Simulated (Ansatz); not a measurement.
Geometry optimisation, Ansatz, RKS BLYP-D4/def2-SVP.

Input file:

```yaml
crystal:
  periodic: [false, false, false]
  atoms:
    - { symbol: B, position_ang: [-0.6872, 1.1949, -0.1842] }
    - { symbol: O, position_ang: [-0.9459, 0.005, 0.5632] }
    - { symbol: Si, position_ang: [0.4119, -0.9627, 0.2452] }
    - { symbol: F, position_ang: [1.87298, -0.20467, 0.57871] }
    - { symbol: H, position_ang: [-1.1481, 1.3249, -1.3167] }
    - { symbol: H, position_ang: [-0.2092, 2.1839, 0.3107] }
    - { symbol: H, position_ang: [0.38609, -2.2377, 1.0849] }
    - { symbol: H, position_ang: [0.40827, -1.43051, -1.1393] }
basis:
  gaussian: { orbitals: def2-SVP }
hamiltonian:
  xc: blyp
  dispersion: d4
relax:
  f_tol: 0.015
  max_steps: 40
output:
  orbitals: {}
```

Command:

```bash
$ ansatz run input.yaml --threads 1 --pin off --max-ram 2048MiB --backend cpu --events-out ev --progress --plain --runs-dir out
```

Problem. Where does it end, and by what steps?

Solution. It converged. After 15 steps the energy has fallen by 0.834 eV; H6 moved furthest, 0.99 Å.

```tsv
step	energy less start (eV)	largest force component (eV/Å)	accepted
0	0.0000	1.894	yes
1	-0.2272	1.329	yes
2	-0.4007	0.791	yes
3	-0.5790	0.425	yes
4	-0.6608	0.269	yes
5	-0.7272	0.220	yes
6	-0.7733	0.521	yes
7	-0.8151	0.220	yes
8	-0.8288	0.210	yes
9	-0.8207	0.554	no
10	-0.8312	0.099	yes
11	-0.8332	0.044	yes
12	-0.8336	0.053	yes
13	-0.8340	0.045	yes
14	-0.8341	0.033	yes
15	-0.8343	0.006	yes
```

```xyz
8
Properties=species:S:1:pos:R:3
B -0.785 1.356 -0.141
O -0.153 0.407 0.606
Si 0.573 -1.065 0.211
F 2.185 -0.870 0.373
H -0.948 1.186 -1.338
H -1.176 2.354 0.429
H 0.117 -2.068 1.211
H 0.278 -1.425 -1.207
```

Whether the end is a true minimum wasn't checked by a vibrational analysis.

Run time: 72 s on 1 thread of Arm Neoverse N1, with other jobs on the host, peak memory 0.15 GiB.
